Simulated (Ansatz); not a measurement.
Mulliken charges of C$_{2}$H$_{2}$BBrS (`S=C=CBBr`) from B3LYP/def2-TZVPP in Ansatz (PBE0-D4/def2-TZVP geometry).

```json
{"atom": "S1", "x (Å)": "-0.092", "y (Å)": "0.122", "z (Å)": "2.877", "charge (e)": "-0.056"}
{"atom": "C2", "x (Å)": "-0.271", "y (Å)": "0.296", "z (Å)": "1.358", "charge (e)": "0.158"}
{"atom": "C3", "x (Å)": "-0.400", "y (Å)": "0.418", "z (Å)": "0.053", "charge (e)": "-0.171"}
{"atom": "B4", "x (Å)": "0.439", "y (Å)": "-0.468", "z (Å)": "-0.842", "charge (e)": "0.003"}
{"atom": "Br5", "x (Å)": "0.281", "y (Å)": "-0.319", "z (Å)": "-2.743", "charge (e)": "-0.107"}
{"atom": "H6", "x (Å)": "-1.104", "y (Å)": "1.152", "z (Å)": "-0.332", "charge (e)": "0.129"}
{"atom": "H7", "x (Å)": "1.209", "y (Å)": "-1.269", "z (Å)": "-0.417", "charge (e)": "0.043"}
```

**Question.** By hand: the dipole of these point charges (1 e Å = 4.8032 D).

**Answer.** Σ q r = (-0.088, 0.095, 0.275) e Å, of length 0.304 e Å = 1.46 D.

**Question.** How does the dipole of the full density compare? (Estimate.)

**Answer.** The calculation gave: (-0.121, 0.130, 0.376) e Å, 2.00 D; the point charges give 0.73 times that, at 0° from its direction.

Point charges leave out the atoms' own dipoles, such as those of lone pairs, and Mulliken's split depends on the basis, so the two needn't agree.

B3LYP here is the variant with VWN-RPA as its local correlation; programs differ in this.
